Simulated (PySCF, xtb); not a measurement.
H6Si3, SMILES [SiH2]1[SiH2][SiH2]1.

GFN2-xTB (xtb) at its own geometry gives an orbital gap of 3.14 eV and a dipole moment of 0.00 D.

Geometry: PBE0-D3(BJ)/def2-SVP.

### Question
What does PBE/def2-TZVPD in PySCF give? (The exact figures need the calculation; the answer reports its results.)

### Answer
gap 3.93 eV (levels -5.97 and -2.05 eV), dipole 0.00 D.
